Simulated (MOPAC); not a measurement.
Input for MOPAC: PM6 on H6SiSn (SMILES [SiH3][SnH3]), a point of a bond scan (R = 1.482 Å).

```
PM6 1SCF PRECISE CHARGE=0 THREADS=1
H6SiSn

Sn    -0.61782741 1     0.06128438 1    -0.01104223 1
Si     1.94433205 1    -0.19286485 1     0.03475042 1
H     -1.31526903 1    -0.97677330 1    -1.18186460 1
H     -1.06686420 1     1.66906744 1    -0.39602690 1
H     -1.29897929 1    -0.32715219 1     1.51210016 1
H      2.31125928 1    -1.58929532 1     0.36926614 1
H      2.52737364 1     0.71260904 1     1.05295175 1
H      2.51320142 1     0.14743305 1    -1.29082092 1
```

It printed:

```
*******************************************************************************
 **                                                                           **
 **                              MOPAC v23.2.5                                **
 **                                                                           **
 *******************************************************************************
 ** MOPAC's Digital Object Identifier: https://doi.org/10.5281/zenodo.6511958 **
 **                                                                           **
 ** Please cite the open-source release paper for use of this MOPAC version:  **
 ** J. E. Moussa and J. J. P. Stewart (2026)                                  **
 ** MOPAC: An open-source semiempirical molecular orbital program             **
 ** J. Open Source Softw., 11(119), 8025, https://doi.org/10.21105/joss.08025 **
 *******************************************************************************

                              PM6 CALCULATION RESULTS

 *******************************************************************************
 *  PM6        - The PM6 Hamiltonian to be used
 *
 *
 *
 *                 CHARGE ON SYSTEM = 0
 *
 *
 *
 *  PRECISE    - TIGHTER CRITERIA TO BE USED
 *  1SCF       - DO 1 SCF AND THEN STOP
 *  THREADS=1  - MULTI-THREADING NOT USED
 *  T=         - A TIME OF 172800.0 SECONDS REQUESTED
 *  DUMP=N     - RESTART FILE WRITTEN EVERY 7200.0 SECONDS REQUESTED
 *******************************************************************************
PM6 1SCF PRECISE CHARGE=0 THREADS=1
 H6SiSn

   ATOM   CHEMICAL          X               Y               Z
  NUMBER   SYMBOL      (ANGSTROMS)     (ANGSTROMS)     (ANGSTROMS)

     1      Sn         -0.61782741  *   0.06128438  *  -0.01104223  *
     2      Si          1.94433205  *  -0.19286485  *   0.03475042  *
     3       H         -1.31526903  *  -0.97677330  *  -1.18186460  *
     4       H         -1.06686420  *   1.66906744  *  -0.39602690  *
     5       H         -1.29897929  *  -0.32715219  *   1.51210016  *
     6       H          2.31125928  *  -1.58929532  *   0.36926614  *
     7       H          2.52737364  *   0.71260904  *   1.05295175  *
     8       H          2.51320142  *   0.14743305  *  -1.29082092  *



          CARTESIAN COORDINATES

    NO.       ATOM           X           Y           Z

     1        Sn         -0.6178      0.0613     -0.0110
     2        Si          1.9443     -0.1929      0.0348
     3         H         -1.3153     -0.9768     -1.1819
     4         H         -1.0669      1.6691     -0.3960
     5         H         -1.2990     -0.3272      1.5121
     6         H          2.3113     -1.5893      0.3693
     7         H          2.5274      0.7126      1.0530
     8         H          2.5132      0.1474     -1.2908

 General Reference for PM6:
 "Optimization of Parameters for Semiempirical Methods V: Modification of NDDO Approximations
 and Application to 70 Elements", J. J. P. Stewart, J. Mol. Mod., 13, 1173-1213 (2007)
 URL: https://link.springer.com/article/10.1007/s00894-007-0233-4

           Empirical Formula: H6 Sn Si  =     8 atoms



      MOLECULAR POINT GROUP   :   C3v


      RHF CALCULATION, NO. OF DOUBLY OCCUPIED LEVELS = 7


 -------------------------------------------------------------------------------
 PM6 1SCF PRECISE CHARGE=0 THREADS=1
 H6SiSn



     1SCF WAS SPECIFIED, SO BFGS WAS NOT USED
     SCF FIELD WAS ACHIEVED


                              PM6 CALCULATION
                                                       MOPAC v23.2.5 Linux




          FINAL HEAT OF FORMATION =         45.89661 KCAL/MOL =     192.03142 KJ/MOL


          COSMO AREA              =        124.44 SQUARE ANGSTROMS
          COSMO VOLUME            =        117.81 CUBIC ANGSTROMS

          IONIZATION POTENTIAL    =          9.513633 EV
          HOMO LUMO ENERGIES (EV) =         -9.514  0.083
          NO. OF FILLED LEVELS    =          7
          MOLECULAR WEIGHT        =        152.8229         POINT GROUP:  C3v

          MOLECULAR DIMENSIONS (Angstroms)

            Atom       Atom       Distance
            H     6    H     4     4.75545
            H     7    H     3     4.34540
            H     8    H     5     4.16013


          SCF CALCULATIONS        =          1





   ATOM   CHEMICAL          X               Y               Z
  NUMBER   SYMBOL      (ANGSTROMS)     (ANGSTROMS)     (ANGSTROMS)

     1      Sn         -0.61782741  *   0.06128438  *  -0.01104223  *
     2      Si          1.94433205  *  -0.19286485  *   0.03475042  *
     3       H         -1.31526903  *  -0.97677330  *  -1.18186460  *
     4       H         -1.06686420  *   1.66906744  *  -0.39602690  *
     5       H         -1.29897929  *  -0.32715219  *   1.51210016  *
     6       H          2.31125928  *  -1.58929532  *   0.36926614  *
     7       H          2.52737364  *   0.71260904  *   1.05295175  *
     8       H          2.51320142  *   0.14743305  *  -1.29082092  *

                             CARTESIAN COORDINATES

   1   Sn       -0.617827410     0.061284380    -0.011042230
   2   Si        1.944332050    -0.192864850     0.034750420
   3    H       -1.315269030    -0.976773300    -1.181864600
   4    H       -1.066864200     1.669067440    -0.396026900
   5    H       -1.298979290    -0.327152190     1.512100160
   6    H        2.311259280    -1.589295320     0.369266140
   7    H        2.527373640     0.712609040     1.052951750
   8    H        2.513201420     0.147433050    -1.290820920


           Empirical Formula: H6 Sn Si  =     8 atoms



      MOLECULAR POINT GROUP   :   C3v


                  EIGENVALUES
 -19.58451 -17.63223 -12.11122 -12.11122 -11.11618 -11.11618  -9.51363   0.08296
   0.75197   0.75197   1.49269   1.70917   1.70917   2.95475   3.62930   3.77805
   3.77805   4.52965   4.52965


              NET ATOMIC CHARGES AND DIPOLE CONTRIBUTIONS

  ATOM NO.   TYPE          CHARGE      No. of ELECS.   s-Pop       p-Pop       d-Pop
    1         Sn          -0.055163        4.0552     1.37338     2.68178
    2         Si           0.021482        3.9785     1.28469     2.27561     0.41822
    3          H           0.017615        0.9824     0.98238
    4          H           0.017615        0.9824     0.98238
    5          H           0.017615        0.9824     0.98238
    6          H          -0.006389        1.0064     1.00639
    7          H          -0.006389        1.0064     1.00639
    8          H          -0.006389        1.0064     1.00639
 DIPOLE           X         Y         Z       TOTAL
 POINT-CHG.    -0.173     0.017    -0.003     0.174
 HYBRID        -0.212     0.021    -0.004     0.213
 SUM           -0.385     0.038    -0.007     0.387


          ATOMIC ORBITAL ELECTRON POPULATIONS

     Atom    s        px        py        pz      x^2-y^2     xz        z^2       yz        xy
    1 Sn   1.37338   0.87185   0.90481   0.90513
    2 Si   1.28469   0.77115   0.75232   0.75214   0.10630   0.07283   0.09804   0.09315   0.04791
    3  H   0.98238
    4  H   0.98238
    5  H   0.98238
    6  H   1.00639
    7  H   1.00639
    8  H   1.00639

 **********************
 *                    *
 * JOB ENDED NORMALLY *
 *                    *
 **********************




 == MOPAC DONE ==
```

The run finished.

Cost: about 0.020 core-seconds (a rough figure).
